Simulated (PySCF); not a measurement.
Input file for PySCF: R-B3LYP/3-21G on CH7AsSi (SMILES C[SiH2][AsH2]), a point of a torsion scan.

```python
from pyscf import gto, scf, dft, mp
from pyscf.data.elements import chemcore

mol = gto.M(
    atom='''
    C    -1.24212717    0.65872160    0.08764864
    Si   -0.08860753   -0.84851300   -0.05099229
    As    2.11102280   -0.07323372    0.12070931
    H    -2.28767351    0.37418421    0.03251735
    H    -1.05080521    1.37154806   -0.71146313
    H    -1.08903377    1.17656424    1.03195481
    H    -0.38825543   -1.54877676   -1.31160914
    H    -0.42901837   -1.78386465    1.03544926
    H     2.48143673   -0.59416848   -1.23656631
    H     2.58378829   -1.36627725    0.71620211
    ''',
    basis='3-21g',
    charge=0, spin=0, verbose=3, max_memory=1800)
mf = dft.RKS(mol, xc='b3lyp')
mf.conv_tol = 1e-8
mf.max_cycle = 100
mf.kernel()
if not mf.converged:
    mf = mf.newton().run(mf.mo_coeff, mf.mo_occ)
```

The log:

```
converged SCF energy = -2555.20785602035
```

The calculation finished and met its thresholds.

Cost: about 9 core-seconds (a rough figure).
